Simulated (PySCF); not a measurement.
Geometries of 2 isomers of C4H7BrO, from PySCF 2.14.0, PBE0-D3(BJ)/def2-SVP geometry optimisation, gas phase. One conformer each, no zero-point energy, no frequencies.

Problem. Which isomer lies lower at this level?
A.
```xyz
13
angstrom
C     -2.042   -0.216   -0.587
C     -0.714   -0.465   -1.254
O     -0.619   -1.062   -2.300
C      0.513    0.073   -0.541
C      1.781   -0.225   -1.303
Br     3.341    0.478   -0.385
H     -2.848   -0.633   -1.202
H     -2.061   -0.678    0.413
H     -2.204    0.864   -0.442
H      0.388    1.158   -0.388
H      0.551   -0.360    0.474
H      1.940   -1.304   -1.421
H      1.769    0.227   -2.302
```
B.
```xyz
13
angstrom
C     -1.840    0.903    0.783
O     -0.542    0.663    0.339
C     -0.149   -0.665    0.453
C      1.244   -0.856   -0.048
C      1.976    0.141   -0.538
Br     3.729   -0.085   -1.172
H     -1.966    0.648    1.854
H     -2.049    1.973    0.652
H     -2.589    0.325    0.206
H     -0.833   -1.334   -0.116
H     -0.206   -1.010    1.510
H      1.647   -1.872    0.006
H      1.603    1.164   -0.604
```

Solution. A. That is `CC(=O)CCBr`, 32.2 kcal/mol below the other.

```json
{"SMILES": "CC(=O)CCBr", "atoms numbered as above": "[CH3:1][C:2](=[O:3])[CH2:4][CH2:5][Br:6]", "E (Eh)": "-2804.98345", "relative (kcal/mol)": "0.0", "relative (kJ/mol)": "0.0", "dipole (D)": "2.63"}
{"SMILES": "COC/C=C/Br", "atoms numbered as above": "[CH3:1][O:2][CH2:3]/[CH:4]=[CH:5]/[Br:6]", "E (Eh)": "-2804.93206", "relative (kcal/mol)": "32.2", "relative (kJ/mol)": "134.9", "dipole (D)": "2.91"}
```

As drawn, the lower has a C=O bond, which the higher lacks; the higher has a C=C bond outside aromatic rings, which the lower lacks.
